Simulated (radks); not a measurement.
Spin polarisation of the 4f12 shell in Er. Start: [Xe] 4f(up 6, down 6) 6s2; electrons of 4f are moved from spin down to spin up, other shells keep equal spins. All-electron calculation, scalar-relativistic Kohn-Sham, PBE, spin-polarised, spherical densities, finite nucleus; Fermi nuclear charge, rms radius of each element as measured or else 0.836 A^(1/3) + 0.57 fm. Program: a radial shooting solver on a logarithmic mesh with Libxc functionals.

moment (Bohr magnetons)  E - E(0) (eV)  e(4f up) (eV)  e(4f down) (eV)  6s down minus up (eV)  5p down minus up (eV)
0                                0.000         -3.142           -3.142                 0.000                  0.000
0.5                             -0.047         -3.328           -2.950                  0.012                  0.149
1                               -0.189         -3.508           -2.754                  0.025                  0.298
1.5                             -0.425         -3.684           -2.552                  0.037                  0.447
2                               -0.755         -3.854           -2.345                  0.049                  0.597

At moment 2 the spin-polarisation energy is -0.755 eV and the 4f exchange splitting 1.509 eV, that is 0.754 eV per Bohr magneton; E = -I m^2/4 would give I = 0.755 eV.
